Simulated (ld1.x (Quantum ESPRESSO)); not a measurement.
# sulfur, TM semilocal: configuration errors across variants

* Element: S
* Generator: ld1.x (Quantum ESPRESSO) 7.5
* Type: norm-conserving Troullier–Martins (semilocal form)
* Functional: LDA (PZ)
* Relativity: scalar-relativistic
* Frozen core: [Ne]
* Valence charge: 6
* Reference configuration: 3s2 3p4
* Partial waves: 3p (bound): rc 1.50 bohr; 3s (bound): rc 1.45 bohr
* Local potential: the s channel
* Core correction: a·sin(br)/r model core inside 1.20 bohr

All-electron excitation energies from the reference (eV): (1) 3s2 3p3 11.863; (2) 3s2 3p2 34.236; (3) 3s2 3p1 68.394; (4) 3s0 3p6 20.607; (5) 3s1 3p4 22.660; (6) 3s2 3p3.5 4.709; (7) 3s2 3p4.3 -1.741; (8) 3s2 3p4 spin -0.706; (9) 3s2 3p3 spin 9.898.

Spin tests fill each open shell by Hund’s rule, majority spin first.

A semilocal file is local in each channel, so a ghost entry of none says nothing of the separable form that plane-wave codes build from it.

Errors AE − PS in meV (a dash: test not solved or not reliable):

```tsv
change	(1)	(2)	(3)	(4)	(5)	(6)	(7)	(8)	(9)	bound ghosts
base	+3.1	+25	+95	+2.4	+5.8	+0.4	+0.3	+32	+100	none
wave 3s (bound): rc 1.45 bohr becomes 3s (bound): rc 0.92 bohr	+6.1	+48	+181	+46	+11	+0.9	+0.4	+34	+111	none
wave 3s (bound): rc 1.45 bohr becomes 3s (bound): rc 1.10 bohr	+3.6	+29	+110	+0.9	+5.0	+0.4	+0.3	+33	+102	none
wave 3s (bound): rc 1.45 bohr becomes 3s (bound): rc 1.20 bohr	+3.3	+27	+100	+1.1	+5.3	+0.4	+0.3	+32	+101	none
wave 3s (bound): rc 1.45 bohr becomes 3s (bound): rc 1.34 bohr	+3.0	+25	+94	+3.2	+6.0	+0.4	+0.3	+32	+99	none
wave 3s (bound): rc 1.45 bohr becomes 3s (bound): rc 1.64 bohr	+3.7	+30	+110	-5.4	+3.0	+0.5	+0.3	+33	+102	none
wave 3s (bound): rc 1.45 bohr becomes 3s (bound): rc 1.78 bohr	+4.5	+35	+130	-16	-0.8	+0.6	+0.4	+33	+106	none
wave 3s (bound): rc 1.45 bohr becomes 3s (bound): rc 1.90 bohr	+5.8	+44	+160	-32	-6.8	+0.8	+0.4	+34	+111	none
wave 3s (bound): rc 1.45 bohr becomes 3s (bound): rc 2.06 bohr	+7.6	+56	+200	-55	-16	+1.2	+0.5	+36	+117	none
wave 3s (bound): rc 1.45 bohr becomes 3s (bound): rc 2.18 bohr	+9.1	+66	+232	-76	-23	+1.5	+0.5	+37	+122	none
```

Question: Give the same row for: wave 3s (bound): rc 1.45 bohr becomes 3s (bound): rc 1.48 bohr.

Answer: +3.1, +26, +97, +1.6, +5.5, +0.4, +0.3, +32, +100; bound ghosts: none.
